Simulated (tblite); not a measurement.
Compound: C₆H₁₀FO (doublet state).
Numbering: `[CH2:1][CH2:2][O:3][CH2:4][C@H:5]([F:6])[CH:7]=[CH2:8]` (hydrogens: H9, H10 on C1; H11, H12 on C2; H13, H14 on C4; H15 on C5; H16 on C7; H17, H18 on C8)

Computed geometry: GFN2-xTB, gas phase. This method treats the open shell by occupation alone, without spin polarisation.

Some entries are withheld. Bonds in one row agree within 0.01 Å.

```csv
coordinate,value
C1–C2,1.467 Å
C2–O3,?
O3–C4,?
C4–C5,?
C5–F6,1.380 Å
C5–C7,1.498 Å
C7=C8,1.319 Å
"C1–H9, C1–H10",1.070 Å
C2–H11,1.111 Å
C2–H12,1.111 Å
C4–H13,1.102 Å
C4–H14,1.102 Å
C5–H15,1.099 Å
C7–H16,1.080 Å
C8–H17,1.076 Å
C8–H18,1.077 Å
C1–C2–O3,110.5°
C2–O3–C4,113.4°
O3–C4–C5,?
C4–C5–F6,108.1°
C4–C5–C7,111.4°
F6–C5–C7,?
C5–C7–C8,?
```

Q: Fill in the missing values.

A: 
- C2–O3 = 1.408 Å, drawn single (ends: carbon bonded to C, O and 2 H; oxygen bonded to 2 C); 0.01 Å below the sum of covalent radii, 1.42 Å.
- O3–C4 = 1.403 Å, drawn single (ends: oxygen bonded to 2 C; carbon bonded to C, O and 2 H); 0.02 Å below the sum of covalent radii, 1.42 Å.
- C4–C5 = 1.534 Å, drawn single (ends: carbon bonded to C, O and 2 H; carbon bonded to 2 C, F and H); 0.01 Å above the sum of covalent radii, 1.52 Å.
- O3–C4–C5 = 108.1°, at the carbon bonded to C, O and 2 H; the outer atoms are 2.379 Å apart.
- F6–C5–C7 = 111.4°, at the carbon bonded to 2 C, F and H; the outer atoms are 2.378 Å apart.
- C5–C7–C8 = 124.7°, at the carbon bonded to 2 C and H; the outer atoms are 2.496 Å apart.

Radii are Cordero's, carbon taken as 0.76, 0.73 or 0.69 Å for four, three, and two or fewer neighbours.

Its GFN2-xTB frequencies are all real (lowest 43 cm⁻¹). Torsions: H–C1–C2–O3 180° and 1°, C1–C2–O3–C4 -177°, C2–O3–C4–C5 -178°, O3–C4–C5–F6 -166°, C4–C5–C7–C8 120°. 3 starts were optimised and ended at 0.00, 0.78 and 1.33 kcal/mol (GFN2-xTB); the lowest of these is shown.

Hardware: one thread of an Arm Neoverse V1, on a shared host. Cost: 0.43 s wall. That covers the optimisation of the geometry.

One conformer stands for the species.
